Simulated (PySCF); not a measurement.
## Dipole polarisabilities along group 10

Calculated with PySCF 2.14 for the ground configurations, without spin-orbit coupling: coupled response for Hartree-Fock and DFT. Mean α in bohr³, C₆ of like pairs in atomic units.

| species | α UHF | α PBE | α PBE0 | α recommended (Schwerdtfeger and Nagle) | C₆ UHF | C₆ PBE | C₆ PBE0 |
| --- | --- | --- | --- | --- | --- | --- | --- |
| Ni [Ar] 3d8 4s2 (aug-cc-pVTZ with one added diffuse shell each of s, p, d, f, g type, non-relativistic) | 65.32 | 49.29 | 52.47 | 49 ± 3 | 577.3 | 400.2 | 433.3 |
| Pd [Kr] 4d10 (aug-cc-pVTZ-PP with one added diffuse shell each of s, p, d, f, g type with ECP28MDF, ECP) | 21.06 | 30.87 | 26.97 | 26.14 ± 0.1 | 146.7 | 225.0 | 194.3 |
| Pt [Xe] 4f14 5d9 6s1 (aug-cc-pVTZ-PP with one added diffuse shell each of s, p, d, f, g type with ECP60MDF, ECP) | 53.86 | 39.80 | 40.86 | 48 ± 4 | 500.2 | 386.4 | 391.0 |

Hartree-Fock lacks correlation. All values carry a basis error, and heavy open shells lack spin-orbit coupling.
